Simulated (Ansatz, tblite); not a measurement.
Cost and result up the ladder for the cluster Pb₄O₃ (the lowest singlet isomer of a short search) (7 atoms). The state is a singlet with charge 0. Geometry: PBE-D4/def2-SVP.

```
atom    x (Å)    y (Å)    z (Å)
 Pb1   0.6272  -1.1043   1.7537
 Pb2   0.4429  -0.7182  -1.6755
 Pb3   0.7695   1.9675   0.4746
 Pb4  -2.1018   0.2801   0.4390
  O5   1.7602  -0.0512   0.0728
  O6  -0.6853   1.1894  -1.1054
  O7  -0.8128  -1.5634   0.0408
```

Ansatz on 4 threads of Intel Xeon 6975P-C on a shared host; xTB runs through tblite on one thread. Times are rough, summed over both states, and most runs start from the orbitals of an earlier one. No level here is sound enough to serve as a yardstick. The other state is a triplet.

In the def2 sets Pb takes a core potential; there is no spin–orbit coupling. The xTB rows come from tblite. HOMO above LUMO, or a gap near zero within one spin, warns that the state may not be the lowest or that an electron is smeared out. The structure comes from a short search, and lower isomers may exist.

xTB has no spin-polarisation term.

```
                         level  functions  wall time  vertical triplet (eV)                                  remarks
                      GFN2-xTB         28    0.005 s                   2.91                                        –
                      GFN1-xTB         28    0.007 s                   2.75                                        –
PBE-D4/def2-TZVP (with forces)        293       15 s                   1.58  gap within one spin near zero (triplet)
           r2SCAN-D4/def2-TZVP        293       33 s                   1.53  restricted SCF unstable in HF (singlet)
             PBE0-D4/def2-TZVP        293       40 s                   1.59  restricted SCF unstable in HF (singlet)
```
